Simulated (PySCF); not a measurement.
TDDFT excited states: C4H7NOSi

Compound: C4H7NOSi.
Cartesian coordinates in Å at the GFN2-xTB level; atoms count from 1:
```xyz
14
C4H7NOSi angstrom
N     -2.7416    0.1723   -0.2588
C     -1.4127   -0.0433    0.0794
C     -0.9146   -0.8300    1.0834
O      0.4338   -0.8593    1.0382
C      0.8281   -0.0844    0.0022
Si     2.6644    0.0756   -0.3115
C     -0.2750    0.4395   -0.6173
H     -2.9005    1.0477   -0.7351
H     -3.3885    0.0241    0.5016
H     -1.3982   -1.4003    1.8509
H      2.8291    0.9628   -1.4635
H      3.3156    0.6482    0.8697
H      3.2353   -1.2432   -0.5925
H     -0.2758    1.0898   -1.4688
```

Level of theory: PySCF, TDDFT CAM-B3LYP/def2-SVPD, vertical, gas phase, core orbitals frozen in the response.

```tsv
state	E (eV)	E (kJ/mol)	λ (nm)	f	main configurations (H = HOMO, L = LUMO)
S1	5.24	506	236.6	0.133	H→L (96%)
S2	5.39	520	229.9	0.0031	H→L+1 (64%), H→L+2 (29%)
S3	6.04	583	205.2	0.0021	H→L+2 (37%), H→L+3 (24%), H→L+1 (23%)
S4	6.39	616	194.2	0.113	H-1→L (66%), H→L+4 (10%), H→L+8 (10%)
S5	6.46	623	191.9	0.023	H→L+4 (66%), H-1→L (11%)
S6	6.71	648	184.8	0.017	H→L+5 (45%), H→L+3 (22%), H→L+2 (8%)
S7	6.89	664	180.0	0.0074	H→L+3 (34%), H→L+4 (14%), H-1→L+1 (12%)
S8	7.07	682	175.3	0.104	H-1→L+1 (50%), H→L+5 (15%)
```

Triplets, Tamm–Dancoff:

| state | E (eV) | λ (nm) | main configurations (H = HOMO, L = LUMO) |
| --- | --- | --- | --- |
| T1 | 3.56 | 348.5 | H→L (81%) |
| T2 | 4.76 | 260.4 | H-1→L (78%) |
| T3 | 5.21 | 237.9 | H→L+1 (55%), H→L+2 (33%) |

The lowest singlet comes at 237 nm (506 kJ/mol) in the ultraviolet; it is of moderate strength; its leading configuration is HOMO→LUMO (96%). The lowest level is also the most intense of those listed (f = 0.133). Löwdin shares by element: HOMO carbon 57% or more, nitrogen 22% (atoms not listed hold the other 21%); LUMO carbon 36% or more, silicon 14%, oxygen 14% (atoms not listed hold the other 37%). Orbital energies (eV): HOMO-3 -11.21, HOMO-2 -10.97, HOMO-1 -8.54, HOMO -7.15, LUMO 0.93, LUMO+1 1.24, LUMO+2 1.50. The listed states span 1.83 eV, and the widest gap between neighbours is 0.65 eV (S2 to S3). Weighted by f, the mean energy of these states is 6.20 eV. Only the lowest 8 singlets were computed, as vertical energies without vibronic structure.
